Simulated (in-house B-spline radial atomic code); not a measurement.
Results of a calculation; reference values are marked as such.
Two electrons in Si: a parabolic dot with ħω = 17.8 meV in all three directions

For Si the NSM archive of the Ioffe Institute lists m_l = 0.98 m0, m_t = 0.19 m0 and ε = 11.7; the model takes one isotropic valley with the conductivity mass 3/(1/m_l + 2/m_t) = 0.26 m0, and so misses anisotropy and the other valleys. All triplets below are those of one valley; with several valleys two electrons can form a triplet in the 1s orbital itself, at an energy set by the valley splitting.

Effective-mass model with parabolic bands, a uniform dielectric constant, no image charges, no central-cell or spin-orbit terms. Two-electron levels come from full CI in B-splines with partial waves to l = 5 (up to 0.001 effective hartree above the limit).

What are the effective units, and what is the potential in them?

Ha* = 27211.386 meV × 0.26/11.7² = 51.68 meV and a* = 0.0529177 nm × 11.7/0.26 = 2.381 nm. The frequency is ω = 0.344 Ha*. The one-electron levels are 3ω/2 = 0.5160 and 5ω/2 = 0.8600 Ha*.

In these units the lowest s and p orbitals lie at 0.516000 and 0.860000, and their Coulomb and exchange integrals are J_ss = 0.467971, J_sp = 0.389976 and K_sp = 0.078. (For a parabolic well J_ss = √(2ω/π).) Full CI gives 1.438196 for the ground singlet, 1.671775 for the sp triplet, 1.782311 for the sp singlet and 2.015789 for the lowest triplet of two s orbitals.

What does it cost to add the second electron, to first order and exactly?

To first order E = 2ε_s + J_ss = 1.499971, so the charging energy E(2) − 2E(1) is J_ss = 24.19 meV. CI gives 1.438196 − 2 × (0.516000) = 0.406196, or 20.99 meV: relaxation and correlation lower it by 3.193 meV, 13.2 % of J_ss. The s² configuration of one-electron orbitals holds 93.4 % of the state, and the mean radius is 5.09 nm.

How far above the singlet do the triplets lie?

To first order the sp triplet lies at ε_s + ε_p + J_sp − K_sp = 1.687981, which is 9.717 meV above 2ε_s + J_ss. CI gives 1.671775 − (1.438196) = 0.233579, or 12.07 meV, 68 % of the orbital spacing of 17.78 meV. The ss triplet lies 29.85 meV up, so the lower of the two is the sp one, and its gap equals k_BT at 140 K. The sp singlet-triplet splitting is 5.713 meV, against 2K_sp = 8.062 meV. The sp singlet lies ħω above the ground state (0.344115 against 0.344), as Kohn's theorem demands for a parabolic well.
